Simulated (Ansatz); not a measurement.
One change: `C[O][W](=[O])([Cl])([Cl])[Cl]` becomes `[O]=[W]([Cl])([Cl])([Cl])[Cl]`.

Ansatz, PBE0-D4/def2-TZVP geometries, multiplicity 1. Each molecule was computed in one conformer, which needn't be the lowest.

Elements past krypton have def2 core potentials.

```tsv
property	`C[O][W](=[O])([Cl])([Cl])[Cl]`
HOMO–LUMO gap (B3LYP/def2-TZVPP) / eV	4.36
LUMO energy (PBE/def2-TZVPP) / eV	-4.48
size of the dipole moment (B3LYP/def2-TZVPP) / D	3.68
HOMO–LUMO gap (PBE/def2-TZVPP) / eV	2.83
HOMO energy (ωB97M-V/def2-TZVPP) / eV	-10.92
size of the dipole moment (PBE/def2-TZVPP) / D	3.66
```

**Question.** What does the change do to each property? (Estimate.)

**Answer.** The calculation gave: 
```json
{"property": "HOMO–LUMO gap (B3LYP/def2-TZVPP) / eV", "`[O]=[W]([Cl])([Cl])([Cl])[Cl]`": "3.59", "shift": "-0.77"}
{"property": "LUMO energy (PBE/def2-TZVPP) / eV", "`[O]=[W]([Cl])([Cl])([Cl])[Cl]`": "-5.48", "shift": "-1.00"}
{"property": "size of the dipole moment (B3LYP/def2-TZVPP) / D", "`[O]=[W]([Cl])([Cl])([Cl])[Cl]`": "0.64", "shift": "-3.04"}
{"property": "HOMO–LUMO gap (PBE/def2-TZVPP) / eV", "`[O]=[W]([Cl])([Cl])([Cl])[Cl]`": "2.12", "shift": "-0.71"}
{"property": "HOMO energy (ωB97M-V/def2-TZVPP) / eV", "`[O]=[W]([Cl])([Cl])([Cl])[Cl]`": "-11.14", "shift": "-0.22"}
{"property": "size of the dipole moment (PBE/def2-TZVPP) / D", "`[O]=[W]([Cl])([Cl])([Cl])[Cl]`": "0.58", "shift": "-3.08"}
```

With PBE0 the HOMO falls by 0.26 eV and the LUMO falls by 1.06 eV, so the gap narrows by about 0.80 eV. PBE moves the HOMO by -0.30 eV and ωB97M-V by -0.22 eV. The zero-point energy changes by -107.1 kJ/mol with -12 modes. Dipoles are sizes alone; their direction can turn.

B3LYP here is the variant with VWN-RPA as its local correlation; programs differ in this.
